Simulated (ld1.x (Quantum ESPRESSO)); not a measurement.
nitrogen (N), RRKJ: configuration errors across variants

ld1.x (Quantum ESPRESSO) 7.5 input, shortened:

```
&input
   title='N', zed=7., rel=1, dft='PBE', iswitch=3,
   config='[He] 2s2 2p3 3d-2'
 /
 &inputp
   pseudotype=2, tm=.false., rho0=0.01, lloc=0,
   nlcc=.false.
 /
3
2P  2  1   3.00   0.00  1.65  1.65  0.0
3D  3  2  -2.00   0.05  1.65  1.65  0.0
2S  1  0   2.00   0.00  0.75  0.75  0.0
 &test
   configts(1)='2s2 2p3'
 /
```

All-electron excitation energies from the reference (eV): (1) 2s2 2p2 13.591; (2) 2s2 2p1 42.445; (3) 2s2 2p0 89.528; (4) 2s2 2p3.3 -1.619; (5) 2s1 2p4 11.508; (6) 2s2 2p2.5 5.093; (7) 2s1 2p0 167.346.

The overlap operator is not positive definite (basis up to 400 Ry) in “type ultrasoft; waves now 2s (bound): rcut 0.65, rcutus 0.75 bohr; 2s channel at 0.15 Ry: rcut 0.65, rcutus 0.75 bohr; 2p (bound): rcut 1.45, rcutus 1.65 bohr; 2p channel at 0.9 Ry: rcut 1.45, rcutus 1.65 bohr; 3d channel at 0.05 Ry: rcut 1.45, rcutus 1.65 bohr; local potential all-electron potential smoothed inside 0.60 bohr (lloc = -2); augmentation built from norm-conserving waves at rcut, not smoothed further; rho0 0”. Such files are unfit for use, however small their errors in these radial tests.

1 further variants failed, have other tests or another functional or relativity, and are left out.

Errors AE − PS in meV (a dash: test not solved or not reliable):

| change | (1) | (2) | (3) | (4) | (5) | (6) | (7) | bound ghosts |
| --- | --- | --- | --- | --- | --- | --- | --- | --- |
| base | +23 | +238 | +1084 | +0.3 | +6.4 | +2.8 | +1816 | none |
| core correction a·sin(br)/r model core inside 0.50 bohr | +23 | +237 | +1072 | +0.3 | +3.0 | +2.8 | +1817 | none |
| wave 3d channel at 0.05 Ry: rc 1.65 bohr becomes 3d channel at 0.05 Ry: rc 1.84 bohr | +23 | +238 | +1084 | +0.3 | +6.4 | +2.8 | +1816 | none |
| type ultrasoft; waves now 2s (bound): rcut 0.65, rcutus 0.75 bohr; 2s channel at 0.15 Ry: rcut 0.65, rcutus 0.75 bohr; 2p (bound): rcut 1.45, rcutus 1.65 bohr; 2p channel at 0.9 Ry: rcut 1.45, rcutus 1.65 bohr; 3d channel at 0.05 Ry: rcut 1.45, rcutus 1.65 bohr; local potential all-electron potential smoothed inside 0.60 bohr (lloc = -2); augmentation built from norm-conserving waves at rcut, not smoothed further; rho0 0 | +18 | +168 | +627 | +0.1 | +35 | +2.0 | +1070 | not determined (overlap not positive) |
| all radii scaled by about 0.88 (s 0.66, p 1.46, d 1.46 bohr) | +16 | +164 | +781 | +0.3 | +33 | +2.0 | +1292 | none |
| wave 3d channel at 0.05 Ry: rc 1.65 bohr becomes 3d channel at -0.11 Ry: rc 1.65 bohr | +23 | +238 | +1084 | +0.3 | +6.4 | +2.8 | +1816 | none |
| wave 2p (bound): rc 1.65 bohr becomes 2p (bound): rc 2.40 bohr | +135 | +1098 | +4087 | +2.3 | -31 | +20 | +6480 | none |
| wave 2s (bound): rc 0.75 bohr becomes 2s (bound): rc 0.54 bohr | +30 | +294 | +1288 | +0.5 | +53 | +4.1 | +1950 | none |

**Question.** Give the same row for: wave 2s (bound): rc 0.75 bohr becomes 2s (bound): rc 0.52 bohr.

**Answer.** +31, +301, +1311, +0.5, +56, +4.3, +1972; bound ghosts: none.
